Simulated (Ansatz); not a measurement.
Computed with Ansatz on PBE0-D4/def2-TZVP structures; ΔE is electronic, products minus reactants. CCSD(T)/CBS is the MP2 limit (def2-TZVPP, def2-QZVPP) plus CCSD(T) − MP2 in def2-TZVPP, frozen cores. This one scheme is used for every species. DFT in def2-TZVPP. HSE06 is defined as in plane-wave codes. One conformer a species, not always the lowest.

Reaction (ligand exchange at the Al–Cl bond): `[CH3][Al]([Cl])[Cl]` + H₂S → `[CH3][Al]([SH])[Cl]` + HCl

`[CH3][Al]([Cl])[Cl]`:

```xyz
7

C    -0.430    0.380    0.787
Al    0.406   -0.381   -0.775
Cl    2.404    0.023   -1.239
Cl   -0.619   -1.642   -2.089
H    -1.471    0.068    0.881
H     0.107    0.081    1.691
H    -0.397    1.472    0.743
```

H₂S:

Cartesian coordinates in Å:
```
S 0.179 0.514 0.296
H -0.592 0.280 -0.776
H 0.413 -0.794 0.480
```

`[CH3][Al]([SH])[Cl]`:

Z-matrix (Å, degrees):
```
C
Al 1 1.933
H 1 1.094 2 110.6
H 1 1.092 2 111.8 3 120.8
H 1 1.094 2 110.6 3 -118.4
S 2 2.177 1 122.1 3 -121.4
Cl 2 2.102 1 120.9 3 58.6
H 6 1.344 2 93.1 1 -180.0
```

HCl:

Cartesian coordinates in Å:
```
Cl 0.639 -0.017 0.028
H -0.639 0.017 -0.028
```

| level | ΔE (kJ/mol) | difference from CCSD(T)/CBS |
| --- | --- | --- |
| revPBE-D4 | 41.6 | -5.7 |
| HSE06-D4 | 43.9 | -3.4 |
| ωB97X-V | 49.0 | 1.7 |
| B2PLYP | 49.6 | 2.3 |
| PBE-QIDH | 46.5 | -0.8 |
| PBE | 43.1 | -4.2 |
| r2SCAN | 47.4 | 0.1 |
| r2SCANh | 47.8 | 0.5 |
| r2SCAN0 | 48.4 | 1.1 |
| BHLYP | 53.5 | 6.2 |
| HF/def2-SVP | 61.5 | 14.2 |
| MP2/def2-SVP | 52.1 | 4.8 |
| MP2/def2-TZVPP | 46.5 | -0.8 |
| SCS-MP2/def2-TZVPP | 48.5 | 1.2 |
| CCSD/def2-TZVPP | 48.2 | 0.9 |
| HF/def2-QZVPP | 59.0 | 11.7 |
| CCSD(T)/CBS | 47.3 | 0 |

Largest T1 diagnostic among the species: 0.010.

Leaving LDA and LC-ωPBE aside and taking each functional with its dispersion term where it has one, the values, not all of them listed here, spread over 9.7 kJ/mol, from revPBE-D4 to BHLYP-D4. From BLYP to BHLYP (50 % exact exchange), in def2-TZVPP and without D4, ΔE moves by +4.0 kJ/mol.
